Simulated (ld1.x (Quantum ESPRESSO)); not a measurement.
## Configuration tests for nickel (Ni) (PAW)

- Element: nickel (Ni)
- Generator: ld1.x (Quantum ESPRESSO) 7.5
- Type: PAW
- Functional: PBE
- Relativity: scalar-relativistic
- Frozen core: [Ne]
- Valence charge: 18
- Reference configuration: 3s2 3p6 3d8 4s1 4p1
- Partial waves: 3s (bound): rcut 1.00, rcutus 1.15 bohr; 4s (bound): rcut 1.00, rcutus 1.15 bohr; 3p (bound): rcut 1.55, rcutus 1.70 bohr; 4p (bound): rcut 1.55, rcutus 1.70 bohr; 3d (bound): rcut 1.35, rcutus 1.75 bohr; 3d channel at 1.75 Ry: rcut 1.35, rcutus 1.75 bohr
- Local potential: all-electron potential smoothed inside 0.95 bohr (lloc = -1)
- Core correction: Bessel-smoothed model core inside 0.75 bohr
- Augmentation charge: BESSEL, radius 0.70 bohr

Energies are relative to the spin-unpolarised reference configuration 3s2 3p6 3d8 4s1 4p1; without spin polarisation the order of configurations can differ from experiment. The frozen-core shift is the all-electron ΔE with the core orbitals held at their reference shape minus the fully relaxed ΔE.

Problem. Give the all-electron excitation energy and the error of the potential for: 3s2 3p6 3d8 4s2 4p0; 3s2 3p6 3d8 4s1 4p0; 3s2 3p6 3d8 4s0 4p0; 3s2 3p6 3d8 4s1.5 4p0; 3s2 3p6 3d8 4s0 4p1; 3s2 3p6 3d6 4s0 4p0; 3s1 3p6 3d8 4s2 4p0.

Solution.

```csv
valence configuration,charge,ΔE all-electron (eV),error AE − PS (meV),frozen-core shift (meV)
3s2 3p6 3d8 4s2 4p0,0,-4.596,+0.5,-0.6
3s2 3p6 3d8 4s1 4p0,+1,4.727,-0.4,+0.4
3s2 3p6 3d8 4s0 4p0,+2,22.078,-2.4,+2.2
3s2 3p6 3d8 4s1.5 4p0,+0.5,-0.878,+0.1,-0.1
3s2 3p6 3d8 4s0 4p1,+1,10.411,-0.5,+1.1
3s2 3p6 3d6 4s0 4p0,+4,117.101,-116,-5.0
3s1 3p6 3d8 4s2 4p0,+1,114.801,-23,+18
```

A variational frozen-core shift is positive and of second order in the change. This column holds negative values, so the frozen-core run of ld1.x carries numerical noise or an error of first order here, and the column gives no more than the rough size of the effect.
